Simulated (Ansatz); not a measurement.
Isolated molecules relaxed with PBE0-D4/def2-TZVP in Ansatz; ΔE leaves out vibrations. CCSD(T)/CBS is the MP2 limit (def2-TZVPP, def2-QZVPP) plus CCSD(T) − MP2 in def2-TZVPP, frozen cores. Functionals use def2-TZVPP. Each species was taken in one conformer, which may not be the lowest.

`CC[SiH](O)[SiH3]` + `CBN` → `CBNC` + `C[SiH](O)[SiH3]`  (substitution at a C–C bond)

`CC[SiH](O)[SiH3]`:

Z-matrix (Å, degrees):
```
C
C 1 1.526
H 1 1.093 2 111.3
H 1 1.093 2 111.8 3 -119.7
H 1 1.094 2 111.4 3 120.1
Si 2 1.874 1 113.4 3 -61.4
H 2 1.095 1 110.4 3 60.7
H 2 1.097 1 110.5 3 177.8
Si 6 2.342 2 111.5 1 177.3
O 6 1.658 2 111.9 1 58.3
H 6 1.497 2 107.6 1 -61.9
H 9 1.490 6 109.4 2 57.8
H 9 1.488 6 111.6 2 177.6
H 9 1.489 6 110.8 2 -61.2
H 10 0.958 6 117.4 2 -77.0
```

`CBN`:

Z-matrix (Å, degrees):
```
C
B 1 1.568
H 1 1.095 2 110.4
H 1 1.096 2 110.3 3 116.2
H 1 1.094 2 114.3 3 -121.9
N 2 1.392 1 122.0 3 122.1
H 2 1.202 1 121.0 3 -57.9
H 6 1.005 2 123.2 1 180.0
H 6 1.007 2 123.1 1 -0.0
```

`CBNC`:

```xyz
12

C     1.129   -0.549   -1.554
B     0.089    0.217   -0.662
N    -0.152   -0.144    0.658
C    -1.077    0.478    1.575
H     1.631   -1.378   -1.047
H     1.900    0.138   -1.918
H     0.644   -0.948   -2.451
H    -0.537    1.149   -1.095
H     0.357   -0.921    1.053
H    -1.578    1.302    1.067
H    -1.841   -0.226    1.920
H    -0.566    0.880    2.455
```

`C[SiH](O)[SiH3]`:

```xyz
12

C     1.592    0.643    0.112
Si    0.011    0.007   -0.654
O    -0.907    1.229   -1.295
Si   -1.351   -1.043    0.934
H     1.384    1.360    0.909
H     2.222    1.135   -0.635
H     2.167   -0.185    0.538
H     0.379   -0.970   -1.725
H    -0.569    1.679   -2.071
H    -1.720   -0.099    2.025
H    -0.609   -2.184    1.544
H    -2.598   -1.572    0.319
```

Q: Is it downhill or uphill in electronic energy at CCSD(T)/CBS, and by how much? (Best estimate.)

A: The calculation gave: Uphill: ΔE = +5.1 kcal/mol.

Q: What do these levels give: r2SCAN-D4, PBE0-D4, ωB97X-V, ωB97M-V, B2PLYP, PBE, PBE0, MP2/def2-TZVPP, CCSD(T)/def2-TZVPP, MP2/def2-QZVPP, SCS-MP2/def2-QZVPP, MP2/CBS(def2)? (An estimate is asked.)

A: Ansatz gave: r2SCAN-D4 4.7, PBE0-D4 4.8, ωB97X-V 4.7, ωB97M-V 5.0, B2PLYP 4.4, PBE 4.1, PBE0 4.4, MP2/def2-TZVPP 5.4, CCSD(T)/def2-TZVPP 4.9, MP2/def2-QZVPP 5.5, SCS-MP2/def2-QZVPP 5.0, MP2/CBS(def2) 5.6 kcal/mol.

Largest T1 diagnostic among the species: 0.012.

In def2-TZVPP, CCSD(T) changes the Hartree–Fock value by +0.9 kcal/mol (the triples alone add +0.1 kcal/mol) and MP2 by +1.4 kcal/mol.
